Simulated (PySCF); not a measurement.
B3LYP has the VWN-RPA correlation part, as in Gaussian. 

**[Hf(NH2)2(H)2] (charge 0, multiplicity 1)**

Computed with B3LYP-D3(BJ)/def2-TZVP // r2SCAN-D4/def2-SVP run with PySCF.

The HOMO comes out as -7.24 eV and the dipole moment is 2.41 D. The HOMO–LUMO gap comes out as 6.13 eV. The LUMO is -1.11 eV and the charge on the central atom (Mulliken) is 1.07 e. The total energy is -4388.21 eV and the cost is about 40 core-seconds (a rough figure).

```xyz
9

Hf     0.1598     0.1470     0.0215
N      1.6362     0.1634    -1.3580
H      2.5906     0.5178    -1.3277
H      1.4811    -0.2382    -2.2861
N      0.8077     1.0191     1.7268
H      0.7278     2.0084     1.9673
H      1.2616     0.5406     2.5069
H     -0.2731    -1.6547     0.2975
H     -1.2709     1.0927    -0.7335
```
